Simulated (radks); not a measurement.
Values are calculated unless marked as measured or tabulated.
Ionisation of the tin ion Sn+, [Kr] 4d10 5s2 5p1, to Sn2+, [Kr] 4d10 5s2, under several functionals. Dirac Kohn-Sham, spin-unpolarised, spherical densities, point nucleus; open shells fill j = l - 1/2 first; a radial shooting solver on a logarithmic mesh with Libxc functionals.

| functional | E(Sn+) (hartree) | Exc (hartree) | IE (eV) | -e(HOMO) (eV) | <r> HOMO (bohr) | IE error (eV) |
|---|---|---|---|---|---|---|
| BLYP | -6179.39515 | -165.65882 | 14.378 | 10.530 | 2.845 | -0.255 |
| Wu-Cohen GGA | -6178.01427 | -164.26995 | 14.394 | 10.608 | 2.811 | -0.239 |
| RPBE | -6179.09255 | -165.36353 | 14.228 | 10.461 | 2.854 | -0.405 |

NIST Atomic Spectra Database: 14.633 eV (measured). Closest: Wu-Cohen GGA. The Delta-SCF values span 0.17 eV, the total energies 1.38 hartree. The highest occupied level is 5p1/2. Spin polarisation and multiplet splitting are left out, so open shells lie too high by an amount that depends on their filling.

Beside tabulated values, note that spin-unpolarised runs miss the spin-polarisation part of the exchange energy of open shells.
